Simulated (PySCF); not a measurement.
Spinor energies of Er⁺ (erbium, charge +1)

Start: [Xe] 4f12 6s1; 4f5/2 filled at m_j = -5/2, -3/2, -1/2, +1/2, +3/2, +5/2; 4f7/2 filled at m_j = -3/2, -1/2, +1/2, +3/2, +5/2, +7/2; 6s1/2 filled at m_j = +1/2. Calculated with PySCF 2.14 in x2c-SVPall-2c (7s10p9d3f1g, 112 functions): generalised Hartree-Fock with the X2C-1e Hamiltonian and a Gaussian nucleus; one run each with spin-orbit coupling (SO) switched off, then screened by Boettger's factors.

| spinor shell | electrons | ε, spin-free (eV) | ε, screened SO (eV) | weight of nominal j (screened SO) | rms radius, screened SO (bohr) |
| --- | --- | --- | --- | --- | --- |
| 1s1/2 | 2 | -57779.4 | -57766.3 | 1.000 | 0.0231 |
| 2s1/2 | 2 | -9839.9 | -9835.9 | 1.000 | 0.0935 |
| 2p1/2 | 2 | -8701.3 | -9351.1 | 1.000 | 0.0798 |
| 2p3/2 | 4 | -8701.3 | -8428.5 | 1.000 | 0.0866 |
| 3s1/2 | 2 | -2263.5 | -2262.2 | 1.000 | 0.240 |
| 3p1/2 | 2 | -1910.4 | -2049.4 | 1.000 | 0.231 |
| 3p3/2 | 4 | -1910.4 | -1851.2 | 1.000 | 0.245 |
| 3d3/2 | 4 | -1465.7 | -1491.2 | 1.000 | 0.218 |
| 4s1/2 | 2 | -477.51 | -477.15 | 1.000 | 0.541 |
| 4p1/2 | 2 | -358.89 | -391.13 | 0.998 | 0.554 |
| 4p3/2 | 4 | -358.89 | -345.06 | 0.999 | 0.586 |
| 4d3/2 | 4 | -196.83 | -203.48 | 0.980 | 0.626 |
| 4d5/2 | 6 | -196.83 | -192.13 | 0.987 | 0.637 |
| 5s1/2 | 2 | -69.165 | -69.113 | 1.000 | 1.35 |
| 5p1/2 | 2 | -38.920 | -43.185 | 0.989 | 1.54 |
| 5p3/2 | 4 | -38.920 | -37.125 | 0.995 | 1.66 |
| 4f5/2 | 6 | -19.741 | -20.793 | 0.894 | 0.890 |
| 4f7/2 | 6 | -19.741 | -18.572 | 0.909 | 0.914 |
| 6s1/2 | 1 | -11.014 | -11.017 | 1.000 | 4.11 |

(1) Where does 3d5/2 lie, and what is the 3d spin-orbit splitting (screened SO)?

```tsv
quantity	spin-free	screened SO
E (hartree)	-13075.98931	-13086.83501
M_J	13/2	13/2
⟨J²⟩	48.763	48.764
⟨L²⟩	30.011	30.178
⟨S²⟩	3.752	3.827
```

Each row is a mean over spinors that exchange with the open shell spreads, by up to 12.978 eV (4d5/2).

Rows whose weight is well below 1 are mixtures of j = l ± 1/2: exchange outweighs spin-orbit coupling there, and the label is only the starting occupation.

Breit and QED terms are absent; they matter most for the inner s and p1/2 levels.

Densities and radii are taken from the X2C orbitals without a picture-change correction, which distorts them close to the nucleus.

Without spin-orbit coupling the j labels of p, d and f shells carry no meaning; the spin-free column gives the mean over the occupied spinors of each nl shell.

Answers

(1) At -1447.6 eV, 43.618 eV above 3d3/2.
